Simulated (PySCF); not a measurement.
These compounds are isomers of formula C5H8O2Si2.

A. SMILES O1[SiH2][Si@@H](C#C)C(OC)=C1
B. `C#C[SiH2][Si@](O)(C=C)C=O`
C. `InChI=1S/C5H8O2Si2/c1-2-5(3-4-5)8-7-9-6/h1,3-4,6H,8-9H2`
D. SMILES C1=C[SiH](C(=O)O)C=C[SiH2]1

Spectrum 1. 13C{1H} NMR (computed): δ 250.3 (CH), 144.6 (CH2), 139.1 (CH), 107.2 (CH), 83.7 (C).

Spectrum 2. 13C{1H} NMR (computed): δ 184.9 (C), 156.3 (CH), 152.1 (CH).

Spectrum 3. 13C{1H} NMR (computed): δ 119.1 (CH), 95.6 (C), 64.6 (CH), 4.1 (C).

Spectrum 4. 13C{1H} NMR (computed): δ 154.8 (C), 142.0 (CH), 105.6 (CH), 85.1 (C), 57.8 (CH3).

- shieldings: GIAO PBE0/pcSseg-1
- coordinates at the GFN2-xTB level
- run in PySCF 2.14.0 with density-fitted response routines
- single conformer, no solvent, averaged over atoms made equivalent by symmetry, fast rotation or ring inversion, non-relativistic Hamiltonian

Referencing at the same level of theory: 13C vs TMS. Acid and N–H amide carbonyl carbons lie up to 10 ppm further downfield in solution (hydrogen bonding). Shifts are as computed. Against solution values, carbons near 30 ppm lie about +3 ppm off and those near 130 ppm about +5 ppm. Of 1309 compounds with measured shifts, 239 miss one by over three times the rms of a fit or turn the order of signals round; such compounds aren't used in these exercises.

Problem. Which spectrum belongs to which compound?

Solution. 1–B, 2–D, 3–C, 4–A.

- Spectrum 1 (B): 5 13C signals; δC 144.6 is a terminal =CH2 carbon; δC 139.1 is an alkene CH.
- Spectrum 2 (D): 3 13C signals; δC 156.3 is an alkene CH; δC 152.1 is an alkene CH.
- Spectrum 3 (C): 4 13C signals; δC 119.1 is an alkene CH; δC 95.6 is an alkyne carbon.
- Spectrum 4 (A): 5 13C signals; δC 154.8 is an alkene carbon bearing oxygen; δC 142.0 is an alkene carbon bearing oxygen.
